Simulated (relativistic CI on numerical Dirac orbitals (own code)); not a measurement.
## Co2+: resonant inelastic scattering at the M2,3 edge

Computed with this model: Dirac-Coulomb-Breit CI, separate exchange-only KLI orbitals for each configuration, model QED (radiative potential, 1s self-energy scaled to tabulated hydrogen-like ionisation energies), valence Slater integrals scaled by 0.8, Kramers-Heisenberg scattering through one core-hole configuration in a parametric crystal field; configurations [Ar] 3d7 → [Ne] 3s2 3p5 3d8; 300 K; core-hole width 0.48 eV; summed over polarisations. Incident energies are the highest absorption maxima for each field (at most a few, so the weaker spin-orbit partner edge can be absent), on the computed scale of the free ion. Intensities are in per cent of the strongest line above 0.02 eV; levels within 1 cm⁻¹ are merged; final levels count from the ground level, the first row holds all elastic scattering, lines under 0.4 are left out and each table stops after 24 rows. The scale of the Slater integrals is a model choice and moves the terms in proportion.

Field parameters in Wybourne normalisation: Oh B⁴₀ = 21Dq, B⁴₄ = √(5/14) B⁴₀. The field is a parameter set, without covalency.

S is read from ⟨S²⟩ = S(S + 1).

Oh, 10Dq = 3250 cm⁻¹:

| Final level (eV) | Degeneracy | Irrep | S | 64 eV | 64.7 eV | 67.4 eV |
| --- | --- | --- | --- | --- | --- | --- |
| 0.000 | 2 | Γ6 | 1.50 | 140.8 | 69.8 | 97.3 |
| 0.040 | 4 | Γ8 | 1.50 | 38.1 | 12.3 | 46.1 |
| 0.106 | 4 | Γ8 | 1.50 | 42.5 | 22.6 | 30.4 |
| 0.129 | 2 | Γ7 | 1.50 | 5.2 | 9.4 | 3.3 |
| 0.407 | 2 | Γ6 | 1.50 | 13.3 | 7.7 | 43.9 |
| 0.416 | 4 | Γ8 | 1.50 | 34.2 | 9.6 | 51.8 |
| 0.430 | 4 | Γ8 | 1.50 | 26.3 | 9.4 | 41.5 |
| 0.450 | 2 | Γ7 | 1.50 | 3.2 | 1.3 | 6.8 |
| 0.837 | 4 | Γ8 | 1.50 | 41.1 | 33.2 | 61.6 |
| 1.833 | 4 | Γ8 | 0.50 | 17.9 | 21.6 | 0.4 |
| 2.024 | 4 | Γ8 | 0.50 | 19.6 | 18.9 | 0.8 |
| 2.099 | 4 | Γ8 | 0.51 | 9.9 | 15.5 | 0.3 |
| 2.110 | 2 | Γ7 | 0.54 | 0.3 | 1.1 | 0.9 |
| 2.115 | 2 | Γ6 | 0.50 | 9.9 | 8.8 | 0.5 |
| 2.177 | 4 | Γ8 | 1.50 | 2.9 | 2.8 | 100.0 |
| 2.178 | 2 | Γ7 | 1.48 | 0.8 | 2.0 | 35.7 |
| 2.200 | 4 | Γ8 | 1.45 | 1.2 | 0.9 | 9.7 |
| 2.246 | 2 | Γ6 | 1.48 | 0.7 | 0.7 | 1.3 |
| 2.273 | 2 | Γ6 | 0.51 | 10.9 | 14.5 | 0.6 |
| 2.623 | 4 | Γ8 | 0.57 | 0.6 | 1.5 | 0.8 |
| 2.695 | 2 | Γ6 | 0.53 | 0.2 | 0.8 | 0.4 |
| 2.745 | 2 | Γ7 | 0.50 | 0.5 | 1.6 | 0.1 |
| 2.760 | 2 | Γ6 | 0.50 | 0.8 | 0.8 | 0.1 |
| 2.777 | 4 | Γ8 | 0.50 | 2.9 | 2.2 | 0.5 |

Oh, 10Dq = 7350 cm⁻¹:

```csv
Final level (eV),Degeneracy,Irrep,S,64.3 eV,64.9 eV,67.9 eV
0.000,2,Γ6,1.50,230.2,99.0,75.9
0.043,4,Γ8,1.50,56.1,19.5,32.5
0.113,4,Γ8,1.50,62.3,33.5,13.1
0.126,2,Γ7,1.50,11.5,17.8,1.7
0.849,2,Γ6,1.50,21.1,17.6,43.8
0.855,4,Γ8,1.50,38.5,14.3,82.7
0.866,4,Γ8,1.50,37.6,11.3,36.3
0.891,2,Γ7,1.50,5.8,3.6,7.8
1.392,4,Γ8,0.51,18.8,29.4,0.2
1.778,4,Γ8,1.49,69.5,38.7,100.0
2.062,4,Γ8,0.51,16.5,19.8,0.5
2.132,2,Γ6,0.50,5.8,6.1,0.2
2.135,4,Γ8,0.51,14.9,25.7,0.3
2.157,2,Γ7,0.51,0.5,1.9,0.1
2.543,4,Γ8,1.25,4.3,2.1,9.7
2.562,2,Γ7,1.49,2.0,4.6,40.6
2.563,4,Γ8,1.50,4.3,4.8,89.4
2.610,2,Γ6,1.35,7.6,4.8,2.2
2.691,2,Γ6,0.61,12.5,20.3,1.1
2.753,4,Γ8,0.88,2.5,3.2,5.4
2.807,2,Γ6,0.66,7.0,2.6,2.0
3.060,2,Γ7,0.51,1.5,3.1,0.3
3.101,4,Γ8,0.51,1.8,2.6,0.5
3.192,2,Γ6,0.50,1.0,1.3,0.3
```

For the first field the strongest loss at the lowest incident energy is the level at 0.11 eV (S = 1.50, against 1.50 in the thermal ground state). Levels of other spin, the first over 8 % at 1.83 eV, appear because spin-orbit coupling of the core hole, and in heavier ions of the valence shell too, mixes spins.
